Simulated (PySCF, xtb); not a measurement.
C₄H₅N₂, SMILES c1[nH+]cncc1, charge +1.

Geometry optimised at TPSSh-D3(BJ)/def2-SVP. The isomer is the one that the SMILES or the coordinates give; other isomers of the formula were not compared.

The numbers are results of IEF-PCM-M06-2X/def2-SVP (PySCF 2.14.0), not measurements.

The values are the electrostatic part of the solvation free energy, E(continuum) − E(gas) at the gas-phase geometry, in a cavity of scaled van der Waals radii (PySCF's table); cavitation and dispersion terms are not included. In vacuum the orbital gap is 8.23 eV.

Computed values in water (ε = 78.36), 1-octanol (ε = 9.86), acetonitrile (ε = 35.69):
```tsv
solvent	ε	ΔG(elec) (kcal/mol)	gap (eV)
water	78.36	-63.2	8.58
1-octanol	9.86	-57.2	8.53
acetonitrile	35.69	-62.2	8.58
```

For comparison, GFN2-xTB/ALPB(water) (xtb, at the GFN2-xTB geometry, all terms of that model) gives -59.9 kcal/mol.
